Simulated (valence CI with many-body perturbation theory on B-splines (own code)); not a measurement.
# Which ion has this spectrum?

A relativistic CI+MBPT calculation for an atom or ion with 15 electrons gives these levels (cm⁻¹):

```
  J  Parity       E     g
3/2     odd       0  1.57
3/2     odd  139024  1.30
5/2     odd  180714  1.20
1/2     odd  236199  0.66
3/2     odd  372030  1.25
5/2    even  682348  1.54
3/2    even  762333  1.40
1/2    even  782998  2.47
3/2    even  843720  1.08
3/2    even  895780  0.82
5/2    even  904346  1.20
5/2    even  923466  1.20
3/2    even  951488  1.08
1/2    even  959979  0.82
```

The energies are calculated, and their last digits are not significant.

Which is it?
A. Nb26+
B. Y24+
C. Sr23+
D. Mo27+

A. Nb26+, ground level (3s^2 3p1/2^2 3p3/2) J=3/2.
